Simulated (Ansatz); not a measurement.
**Energy profile**

The step: ZnHClO ([OH][Zn][Cl]) + NH₃ → ZnNH₂Cl ([NH2][Zn][Cl]) + H₂O (still joined by a long Zn–O bond); bonds formed: O2–H4; dative contacts that become bonds: Zn1–N5; bonds broken: H4–N5; bonds weakened to dative contacts: Zn1–O2 (atoms numbered as in the saddle structure below).

Zn1  (-0.766, -0.553, -0.528)
O2  (1.248, -0.660, -0.348)
Cl3  (-2.145, -1.556, -1.783)
H4  (0.889, 0.219, 0.351)
N5  (-0.246, 0.755, 0.839)
H6  (1.938, -0.508, -0.994)
H7  (-0.443, 1.730, 0.657)
H8  (-0.475, 0.572, 1.807)
(Å)

Electronic energies by CCSD(T) at an estimated basis limit (MP2 extrapolated from triple and quadruple zeta, plus CCSD(T) − MP2 in triple zeta), on PBE0-D4/def2-TZVP structures; ZnNH$_{4}$ClO, singlet; no counterpoise correction. Ansatz 0.2.0; basis: def2-TZVPP and def2-QZVPP; cores frozen in the correlated methods. The 3s and 3p shells of Cu and Zn are frozen; filled d shells are correlated. Extrapolation: Hartree–Fock as exp(−7.88 √X), correlation as X^−2.97.

Problem. Give the profile in kcal/mol, counted from the separated reactants. (To be estimated.)

Solution. By the calculation:
| point | kcal/mol |
| --- | --- |
| separated: ZnHClO (linked as [OH][Zn][Cl]; Zn1, O2, Cl3, H6; singlet) + NH$_{3}$ (H4, N5, H7, H8; singlet) | 0.00 |
| start structure | -22.42 |
| saddle | -1.02 |
| end structure | -7.27 |
| separated: ZnNH$_{2}$Cl (linked as [NH2][Zn][Cl]; Zn1, Cl3, N5, H7, H8; singlet) + H$_{2}$O (O2, H4, H6; singlet) | 4.77 |

The T1 diagnostic stays at or below 0.016.

For scale, one of the runs: CCSD(T)/def2-TZVPP, 224 basis functions, launched by `ansatz run in.yaml --threads 8 --pin off --events-out ev --progress --plain --max-ram 19148MiB`. Hardware: 8 CPU threads of an Arm Neoverse V2, shared host. Wall time 49 s; peak host memory 3.6 GiB.
